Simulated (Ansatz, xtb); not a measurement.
Breaking the O6–H7 bond in CH4OSn (SMILES [CH3][Sn][OH]) (multiplicity 1 held, fragments rigid). Energies count from the point at 0.963 Å.
Geometry at that point (charge 0, multiplicity 1):
| atom | x (Å) | y (Å) | z (Å) |
|---|---|---|---|
| Sn | 0.0224 | -0.0636 | 0.3886 |
| C | 0.4195 | 1.6072 | -0.9817 |
| H | -0.2020 | 2.4693 | -0.7259 |
| H | 0.2008 | 1.2878 | -2.0005 |
| H | 1.4642 | 1.9210 | -0.9117 |
| O | -0.5375 | -1.2505 | -1.1305 |
| H | -0.7986 | -2.1366 | -0.8572 |

R- and RO- levels are restricted; in cc, def2 and unpolarised 6-31G sets they are followed outwards from rest. Unrestricted levels (U-) break spin symmetry where that is lower. Curves can end on different states.

Correlated levels freeze the cores. Filled d and f shells under p-block atoms count as core.

The values were computed with Ansatz (a program for electronic structure) with Gaussian orbitals; xtb for the GFN methods.  In def2 rows elements past Kr take small-core potentials, without spin–orbit coupling. The GFN methods have no spin term and hold the electronic entropy of 300 K.

**Question.** One of these levels gives 344.8 kJ/mol for the energy at R = 3.083 Å. Which?
A. U-HF/def2-SVP
B. R-MP2/def2-SVP
C. GFN2-xTB

**Answer.** A, U-HF/def2-SVP. The others give 510.1 (GFN2-xTB), 565.0 (R-MP2/def2-SVP)

Doubts at one or more of the structures used: a spin-contaminated determinant (U-HF/def2-SVP); a restricted determinant that unrestricted orbitals would lower (R-MP2/def2-SVP).
